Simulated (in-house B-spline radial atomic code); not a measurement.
**Ionising Pr with different functionals**

Computed with a radial B-spline atomic code at the basis-set limit: scalar-relativistic (spin-free X2C) Hamiltonian, Fermi nucleus of rms radius 4.8919 fm, spin-polarised at highest spin, spherical fractional occupations for the functionals, and exact exchange of hybrids averaged over the configuration. The ionisation energy is the difference of two self-consistent energies, [Xe] 4f3 6s2 → [Xe] 4f3 6s1, without Breit or QED terms; ε is the level of the shell that loses the electron (its least bound occupied spin orbital). There is no spin-orbit coupling in this Hamiltonian.

```csv
method,rung,ΔSCF (eV),-ε(6s) (eV)
PBE0,global hybrid,?,?
B3LYP,global hybrid,?,?
TPSSh,global hybrid,5.27,3.53
BHandHLYP,global hybrid,5.27,4.18
r2SCAN0,global hybrid,5.13,3.84
B97-1,global hybrid,5.56,3.70
HSE06,range-separated hybrid,5.33,3.52
wB97X,range-separated hybrid,5.63,5.34
CAM-B3LYP,range-separated hybrid,5.40,4.59
LC-wPBE,range-separated hybrid,5.12,5.29
```

(1) What does PBE0 give?

(2) What does B3LYP give?

(3) Among the functionals, which spreads more, the ΔSCF values or the orbital energies?

(4) How do they compare with the NIST value?

Results:

(1) ΔSCF 5.32 eV, and -ε(6s) = 3.84 eV.

(2) ΔSCF 5.49 eV, and -ε(6s) = 3.75 eV.

(3) The orbital energies: ΔSCF values span about 0.51 eV and the orbital energies 1.82 eV.

(4) NIST lists 5.470 eV (semi-empirical, ground level to ground level). Errors run from -0.35 to +0.16 eV; B3LYP is closest (+0.02 eV), but part of that can be cancellation, since the calculations leave out spin-orbit coupling, Breit-QED terms, multiplet and fine-structure energies.
